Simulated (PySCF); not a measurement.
ZnCl, SMILES [Cl][Zn] (connectivity only; charge and spin as stated), neutral, multiplicity 2.

Geometry: PBE0-D3(BJ)/def2-TZVP. The multiplicity is an assumed one; other spin states were not compared.

The numbers are results of CAM-B3LYP/def2-TZVPD in PySCF, not measurements.

Gas-phase values at a fixed geometry.

```yaml
total_energy: -2239.75381 hartree
point_group: C∞v
"α spin, highest occupied and lowest empty level": -7.86 and -0.27 eV
"β spin, highest occupied and lowest empty level": -10.02 and -2.87 eV
dipole_moment: 2.92 D
mean_static_polarisability: 47.2 bohr³ (7.00 Å³)
polarisability_principal_values: 41.9, 41.9, 58.0 bohr³
"⟨S²⟩": 0.753 (pure state 0.75)
```
